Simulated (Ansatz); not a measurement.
AlCl, charge -1, doublet, geometry from GFN2-xTB (such geometries of metal compounds can be far from the true shape) (a state made from the parent by changing its charge; the spin is typed, not shown lowest) (a gas-phase anion, which may not be bound at this level).

The Ansatz (an electronic-structure program) input:
Ansatz 0.2 input:
```yaml
crystal:
  periodic: [false, false, false]
  atoms:
    - {symbol: Al, position_ang: [-0.00000000, -0.00000000, -1.40501930]}
    - {symbol: Cl, position_ang: [0.00000000, 0.00000000, 1.07442652]}
basis:
  gaussian:
    orbitals: def2-TZVP
hamiltonian:
  xc: {name: B97M-V}
total_charge: -1
magnetization: {spin_polarized: true, initial_magnetization: 1}
```

Problem. What does this run give for the total energy, number of basis functions, <S^2>?

Solution. 
| Quantity | Value |
|---|---|
| total energy | -702.5135 Eh |
| number of basis functions | 74 |
| <S^2> | 0.754 |

A gas-phase anion may not be bound at this level; its values then depend on the basis.
